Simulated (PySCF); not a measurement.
**Correlation energy of Ar (argon, neutral)**

[Ar], closed-shell 1S. Computed with PySCF 2.14 in aug-cc-pCVTZ-DK (8s7p5d3f, 75 functions), with scalar relativity by spin-free X2C-1e. Frozen: 1s2; 16 electrons correlated.

```json
{"level": "CCSD", "correlation energy (mhartree)": "-537.68"}
{"level": "(T)", "correlation energy (mhartree)": "-9.91"}
{"level": "CCSD(T)", "correlation energy (mhartree)": "-547.59"}
```

Diagnostics: T1 = 0.0023, D1 = 0.0045, largest double amplitude 0.028.

Cost of the coupled-cluster step: about 13 core-seconds, for 16 correlated electrons.

Iterations:

```
CC2 = 0
CCSD nocc = 8, nmo = 74
frozen orbitals [0]
max_cycle = 100
direct = 0
conv_tol = 1e-08
conv_tol_normt = 1e-06
diis_space = 8
diis_start_cycle = 0
Init t2, MP2 energy = -529.145454383683  E_corr(MP2) -0.523768465332785
Init E_corr(CCSD) = -0.523768465346259
cycle = 1  E_corr(CCSD) = -0.533148273215321  dE = -0.00937980787  norm(t1,t2) = 0.0202593
cycle = 2  E_corr(CCSD) = -0.536988080024221  dE = -0.00383980681  norm(t1,t2) = 0.00548571
cycle = 3  E_corr(CCSD) = -0.537630991461383  dE = -0.000642911437  norm(t1,t2) = 0.0015693
cycle = 4  E_corr(CCSD) = -0.537699674846164  dE = -6.86833848e-05  norm(t1,t2) = 0.00026585
cycle = 5  E_corr(CCSD) = -0.537683460129988  dE = 1.62147162e-05  norm(t1,t2) = 5.91653e-05
cycle = 6  E_corr(CCSD) = -0.537681575291852  dE = 1.88483814e-06  norm(t1,t2) = 1.05785e-05
cycle = 7  E_corr(CCSD) = -0.537682317279865  dE = -7.41988014e-07  norm(t1,t2) = 3.17262e-06
cycle = 8  E_corr(CCSD) = -0.537682295581698  dE = 2.16981674e-08  norm(t1,t2) = 6.09078e-07
cycle = 9  E_corr(CCSD) = -0.537682269196843  dE = 2.63848552e-08  norm(t1,t2) = 8.29962e-08
cycle = 10  E_corr(CCSD) = -0.537682270700841  dE = -1.50399793e-09  norm(t1,t2) = 1.8455e-08
CCSD converged
E(CCSD) = -529.1593681890514  E_corr = -0.5376822707008406
CCSD(T) correction = -0.00990662610964244
```
